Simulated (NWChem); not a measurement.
AgH$_{2}$OI; SMILES [OH2]->[Ag][I]

def2 effective core potentials on Ag, I; no spin-orbit coupling.

Question: Give the equilibrium geometry at PBE0/def2-SVP with def2 effective core potentials on Ag, I (NWChem) as a list of bonds and angles, with the point group.

Answer: point group C1; any orientation.
Bond lengths (Å): Ag1–I2 2.567, Ag1–O3 2.244, O3–H4 0.965, O3–H5 0.965. Bond angles (°): I2–Ag1–O3 178.1, Ag1–O3–H4 117.1, Ag1–O3–H5 116.6, H4–O3–H5 105.7.
